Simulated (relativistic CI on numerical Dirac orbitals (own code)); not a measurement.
**Sensitivity of the levels of Fe VI to α and to the nuclear radius**

These numbers are calculated, not measured: Dirac-Coulomb-Breit CI, separate exchange-only KLI orbitals for each configuration, valence Slater integrals scaled by 0.85, P86 correlation energy added to each configuration, derivatives by finite differences, QED left out (own radial code, finite nucleus).

CI space (outside the closed core [Ne]): 3s2 3p6 3d3, 3s2 3p6 3d2 4s, 3s2 3p5 3d4, 3s2 3p6 3d2 4p, 3s2 3p6 3d2 4d, 3s 3p6 3d4, 3s2 3p6 3d2 4f, 3s2 3p6 3d 4s2. Levels of other configurations are missing.

With x = (α/α₀)² − 1 an excitation energy changes as ω = ω₀ + qx; K = 2q/ω₀ is the relative enhancement. Terms are leading LS components, so labels can repeat. The field-shift factor is F = δν/δ⟨r²⟩ for the transition from the lowest level.

Lowest level 3s2 3p6 3d3 4F_3/2.

| Level | ω₀ (cm⁻¹) | q (cm⁻¹) | K | F (GHz/fm²) |
| --- | --- | --- | --- | --- |
| 3s2 3p6 3d3 4F_5/2 | 491.2 | 512.5 | 2.09 | 0.00258 |
| 3s2 3p6 3d3 4F_7/2 | 1141.5 | 1161 | 2.03 | 0.00588 |
| 3s2 3p6 3d3 4F_9/2 | 1923.0 | 1900 | 1.98 | 0.0097 |
| 3s2 3p6 3d3 4P_1/2 | 18370.4 | 564.7 | 0.0615 | 0.0144 |
| 3s2 3p6 3d3 4P_3/2 | 18570.3 | 654.9 | 0.0705 | 0.015 |
| 3s2 3p6 3d3 4P_5/2 | 19212.0 | 1432 | 0.149 | 0.0187 |
| 3s2 3p6 3d3 2G_7/2 | 19606.3 | 675.7 | 0.0689 | 0.0237 |
| 3s2 3p6 3d3 2G_9/2 | 20269.6 | 1228 | 0.121 | 0.0267 |
| 3s2 3p6 3d3 2P_3/2 | 25854.5 | 294.5 | 0.0228 | 0.0246 |
| 3s2 3p6 3d3 2P_1/2 | 26062.6 | 912.2 | 0.07 | 0.0285 |
| 3s2 3p6 3d3 2H_9/2 | 26914.7 | 972.1 | 0.0722 | 0.0419 |
| 3s2 3p6 3d3 2H_11/2 | 27365.2 | 1267 | 0.0926 | 0.0438 |
| 3s2 3p6 3d3 2D_5/2 | 28108.5 | 1523 | 0.108 | 0.0293 |
| 3s2 3p6 3d3 2D_3/2 | 28224.8 | 2169 | 0.154 | 0.0338 |
| 3s2 3p6 3d3 2F_7/2 | 44423.8 | 908.3 | 0.0409 | 0.0496 |
| 3s2 3p6 3d3 2F_5/2 | 44802.1 | 1243 | 0.0555 | 0.0512 |
| 3s2 3p6 3d3 2D_5/2 | 70362.9 | 949.7 | 0.027 | 0.0941 |
| 3s2 3p6 3d3 2D_3/2 | 70665.3 | 1214 | 0.0344 | 0.095 |
| 3s2 3p6 3d2 4s 4F_3/2 | 267619.4 | -7248 | -0.0542 | 3.37 |
| 3s2 3p6 3d2 4s 4F_5/2 | 268129.0 | -6761 | -0.0504 | 3.38 |
| 3s2 3p6 3d2 4s 4F_7/2 | 268870.5 | -6006 | -0.0447 | 3.38 |
| 3s2 3p6 3d2 4s 4F_9/2 | 269821.6 | -5047 | -0.0374 | 3.38 |
| 3s2 3p6 3d2 4s 2F_5/2 | 274854.0 | -6562 | -0.0477 | 3.28 |

At this charge configurations can still be misplaced by up to about 7 % of their energy.
